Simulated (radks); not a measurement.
Species: Bi5+. Configuration: [Xe] 4f14 5d10.

Calculated with a radial shooting solver on a logarithmic mesh with Libxc functionals: scalar-relativistic Kohn-Sham, exchange-only LDA, spin-polarised, spherical densities, finite nucleus; Fermi nuclear charge, rms radius 5.5211 fm.

Energy parts (eV):
| part | energy |
|---|---|
| total | -585012.81 |
| kinetic | 663063.53 |
| electron-nucleus | -1458241.78 |
| Hartree | 220311.76 |
| exchange | -10146.32 |

Orbitals (lengths in bohr, moments of r in powers of bohr; r(90%) holds 90 % of the orbital's charge):
orbital  occ.  eigenvalue (eV)  r(90%)  <1/r>
1s          2        -90599.21  0.0290  103.1
2s          2        -16324.50   0.104  24.24
2p          6        -13984.13  0.0989  21.22
3s          2        -3980.557   0.252  8.980
3p          6        -3311.577   0.260  8.106
3d         10        -2636.718   0.244  7.602
4s          2        -953.7148   0.541  3.877
4p          6        -734.3438   0.583  3.479
4d         10        -483.0052   0.629  3.131
5s          2        -210.7815    1.18  1.650
4f         14        -206.0518   0.698  2.746
5p          6        -148.7200    1.36  1.417
5d         10         -79.1035    1.77  1.092

The highest occupied level is 5d at -79.103 eV. The density falls to 0.001 e/bohr^3 at r = 2.85 bohr. The electron density at the nucleus is 3.199e+06 e/bohr^3 (large components only). Summed over all electrons, <r^2> = 31.25 bohr^2, which gives a Langevin (diamagnetic) susceptibility term of -24.8 x 10^-6 cm^3/mol.
